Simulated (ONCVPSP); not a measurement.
**nitrogen (N): excitation energies, all-electron against ONCV**

N, optimised norm-conserving Vanderbilt (ONCV), made with ONCVPSP 4.0.1 (LDA (Perdew-Wang 92), fully relativistic). Core [He], reference 2s2 2p2.5 (charge +0.5). Waves: 2s: rc 1.00 bohr, ncon 3, nbas 7, qcut 5.2 1/bohr, 2 projectors, debl 0.8 Ha; 2p: rc 1.45 bohr, ncon 4, nbas 7, qcut 9.8 1/bohr, 2 projectors, debl 2.2 Ha; d scattering state at 0.03 Ha: rc 1.45 bohr, ncon 5, nbas 9, qcut 7.2 1/bohr, 2 projectors, debl 2 Ha. Local part: polynomial inside 0.65 bohr (lpopt 5, dvloc0 3 Ha). Core correction: Teter function, fcfact 3.25, rcfact 1.75.

Open shells are filled in proportion to 2j + 1.

In the s channel the program set the typed energies aside and used -0.916, 0.250 Ha.

Energies are relative to the spin-unpolarised reference configuration 2s2 2p2.5; without spin polarisation the order of configurations can differ from experiment.

| valence configuration | charge | ΔE all-electron (eV) | error AE − PS (meV) |
| --- | --- | --- | --- |
| 2s2 2p3 | 0 | -5.166 | +1.8 |
| 2s2 2p1 | +2 | 37.537 | +67 |
| 2s0 2p5 | 0 | 17.288 | +88 |

(1) What are ΔE and the potential's error for 2s2 2p2?

Results:

(1) ΔE = 8.565 eV all-electron; the error (AE − PS) is +3.9 meV.
